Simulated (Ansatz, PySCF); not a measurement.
1,1,2,2-tetrafluoroethane (C2H2F4), SMILES FC(F)C(F)F.

The structure is a stationary point at B3LYP-D3(BJ)/def2-SVP. One conformer was computed; it need not be the lowest.

Vertical ionisation energy (IE) and electron affinity (EA) in eV. Rows of orbital energies are one-electron estimates. Where ΔSCF, EOM or ADC give a negative EA the extra electron is unbound and the value depends on the basis.

| level | IE | EA |
|---|---|---|
| −ε(HOMO), −ε(LUMO), B3LYP/def2-TZVP (PySCF) | 9.68 | -1.08 |
| −ε(HOMO), −ε(LUMO), PBE/def2-TZVP (PySCF) | 8.07 | -0.40 |
| ΔSCF, CAM-B3LYP/def2-SVPD (Ansatz), final states of multiplicity 2 and 2 | 12.89 | -2.04 |
| ΔSCF, PBE/def2-SVPD (Ansatz), final states of multiplicity 2 and 2 | 11.81 | -1.81 |

### Question
What vertical singlet–triplet gap does ΔSCF give with CAM-B3LYP/def2-SVPD (Ansatz, an electronic-structure program) and with PBE/def2-SVPD (Ansatz)? (An estimate is asked for; the answer gives what the named calculation found.)

### Answer
9.27 and 8.08 eV (triplet above singlet where positive).
